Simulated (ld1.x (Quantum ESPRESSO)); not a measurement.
gold: one change to a PAW potential, before and after

```json
{
 "Element": "gold",
 "Generator": "ld1.x (Quantum ESPRESSO) 7.5",
 "Type": "PAW",
 "Functional": "PBE",
 "Relativity": "scalar-relativistic",
 "Frozen core": "[Xe] 4f14",
 "Valence charge": "11",
 "Reference configuration": "5d10 6s1 6p0",
 "Partial waves": "6s (bound): rcut 1.95, rcutus 2.30 bohr; 6s channel at 0.55 Ry: rcut 1.95, rcutus 2.30 bohr; 6p (bound, empty): rcut 2.10, rcutus 2.60 bohr; 6p channel at 1.55 Ry: rcut 2.10, rcutus 2.60 bohr; 5d (bound): rcut 1.00, rcutus 1.35 bohr; 5d channel at 0.2 Ry: rcut 1.00, rcutus 1.35 bohr",
 "Local potential": "all-electron potential smoothed inside 1.20 bohr (lloc = -1)",
 "Core correction": "a·sin(br)/r model core, default radius (core density twice the valence density)",
 "Augmentation charge": "PSQ, inside the norm-conserving radii"
}
```

Change: all radii but the core radius scaled by about 1.06 (s 2.44, p 2.74, d 1.42 bohr, rcut 2.06/2.22/1.06); local potential all-electron potential smoothed inside 1.26 bohr (lloc = -1).

Cutoffs: the cutoffs (Ry, on a coarse ladder) from which the occupation-weighted sum of valence levels, in a spherical-Bessel basis at the reference potential, stays within 10 and 1 mRy of its value at 400 Ry; they do not see the model core or the augmentation charge, which bear on the density cutoff. Errors are all-electron minus pseudo energies relative to the spin-unpolarised reference configuration.

Problem. What does the change do?

Solution. The potential gets softer (55 Ry and 100 Ry → 50 Ry and 90 Ry); both files keep a bound ghost (p, s); the errors of the 7 common tests hardly move. A larger radius leaves more room for a smooth pseudo-wave, so fewer plane waves are needed.

| quantity | base | changed |
| --- | --- | --- |
| cutoff, loose | 55 Ry | 50 Ry |
| cutoff, tight | 100 Ry | 90 Ry |
| loose cutoff by channel (10 mRy a level) | s 6 Ry, d 45 Ry | s 6 Ry, d 40 Ry |
| bound ghosts | s, p | s, p |
| error for 5d10 6s0 6p0, meV [ΔE 9.41 eV] | -5.4 | -5.4 |
| error for 5d9 6s0 6p0, meV [ΔE 30.62 eV] | -37 | -37 |
| error for 5d8 6s0 6p0, meV [ΔE 64.49 eV] | -203 | -203 |
| error for 5d9 6s1 6p0, meV [ΔE 12.12 eV] | -21 | -21 |
| error for 5d9 6s2 6p0, meV [ΔE 1.69 eV] | -18 | -18 |
| error for 5d10 6s0 6p1, meV [ΔE 5.25 eV] | -2.4 | -2.4 |
| error for 5d10 6s0.5 6p0, meV [ΔE 3.77 eV] | -1.9 | -1.9 |
| lowest overlap eigenvalue by channel | s 0.15, p 0.37, d 0.86 | s 0.09, p 0.30, d 0.89 |

 A true bound ghost makes a file unfit for plane-wave use even where its test errors are small: the radial tests pick states by their node count and pass the ghost by.
